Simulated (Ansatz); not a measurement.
Start from `[I][Zr]([I])([I])[I]` and change one element to get `[I][Ti]([I])([I])[I]`.

Ansatz, PBE0-D4/def2-TZVP geometries, multiplicity 1. 

Elements past krypton have def2 core potentials. Scalar relativity is left out up to krypton.

```csv
property,`[I][Zr]([I])([I])[I]`
HOMO–LUMO gap (PBE/def2-TZVPP) / eV,3.20
HOMO–LUMO gap (ωB97M-V/def2-TZVPP) / eV,8.76
size of the dipole moment (PBE/def2-TZVPP) / D,0.00
zero-point energy (PBE0-D4/def2-TZVP) / kJ/mol,7.2
HOMO–LUMO gap (B3LYP/def2-TZVPP) / eV,4.53
HOMO–LUMO gap (PBE0/def2-TZVPP) / eV,4.92
```

(1) Give the same properties after the change, and the shifts. (An estimate is asked.)

## Answers

(1) The calculation gave: 
```json
{"property": "HOMO–LUMO gap (PBE/def2-TZVPP) / eV", "`[I][Ti]([I])([I])[I]`": "2.37", "shift": "-0.83"}
{"property": "HOMO–LUMO gap (ωB97M-V/def2-TZVPP) / eV", "`[I][Ti]([I])([I])[I]`": "8.02", "shift": "-0.74"}
{"property": "size of the dipole moment (PBE/def2-TZVPP) / D", "`[I][Ti]([I])([I])[I]`": "0.00", "shift": "0.00"}
{"property": "zero-point energy (PBE0-D4/def2-TZVP) / kJ/mol", "`[I][Ti]([I])([I])[I]`": "8.7", "shift": "1.5"}
{"property": "HOMO–LUMO gap (B3LYP/def2-TZVPP) / eV", "`[I][Ti]([I])([I])[I]`": "3.73", "shift": "-0.80"}
{"property": "HOMO–LUMO gap (PBE0/def2-TZVPP) / eV", "`[I][Ti]([I])([I])[I]`": "4.13", "shift": "-0.79"}
```

With PBE0 the HOMO rises by 0.14 eV and the LUMO falls by 0.64 eV, so the gap narrows by about 0.78 eV. PBE moves the HOMO by 0.12 eV and ωB97M-V by 0.16 eV.

B3LYP here is the variant with VWN-RPA as its local correlation; programs differ in this.

Spin–orbit coupling is left out; it splits and shifts lone-pair levels of the heavy atoms by tenths of an eV.
